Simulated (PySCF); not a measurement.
(MeSi)4Se6 adamantane, C4H12Se6Si4.
Geometry (PBE0-D3(BJ)/def2-SVP, Å), atoms numbered from 1 in this order:
```
atom  x, y, z in Å
Si1    1.425   -1.585    0.381
C2     2.663   -2.943    0.708
Se3    0.797   -0.821    2.441
Si4   -0.691    0.821    1.886
C5    -1.282    1.533    3.507
Se6    0.285    2.562    0.776
Si7    0.939    1.560   -1.173
C8     1.750    2.909   -2.178
Se9    2.549   -0.034   -0.867
Se10  -0.810    0.817   -2.445
Si11  -1.697   -0.802   -1.096
C12   -3.150   -1.494   -2.043
Se13  -0.297   -2.574   -0.750
Se14  -2.566    0.030    0.846
H15    3.013   -3.370   -0.244
H16    2.199   -3.739    1.310
H17    3.527   -2.536    1.257
H18   -0.430    1.938    4.073
H19   -2.004    2.343    3.318
H20   -1.772    0.750    4.105
H21    1.024    3.710   -2.385
H22    2.111    2.499   -3.133
H23    2.602    3.331   -1.624
H24   -3.880   -0.696   -2.245
H25   -2.806   -1.916   -3.000
H26   -3.639   -2.287   -1.457
```

The calculation used PySCF, PBE0-D3(BJ)/def2-SVP geometry optimisation, gas phase.

Masses are those of the commonest isotopes; rigid-rotor values at the optimised geometry. The values belong to one conformer.

(1) What are A, B and C (MHz)?

(2) What kind of rotor is it?

Answers

(1) Ia = 3359.41, Ib = 3363.51, Ic = 3365.66 u·Å²; 505379 MHz·u·Å²/I gives A = 150.4, B = 150.3, C = 150.2 MHz.

(2) A spherical top, as the point group Td requires three equal moments.

The point group Td allows no dipole (computed: 0.03 D), so a rigid rotor has no electric-dipole lines.

PBE0-D3(BJ)/def2-SVP frequencies: not computed here. Zero-point vibration and centrifugal distortion are left out.
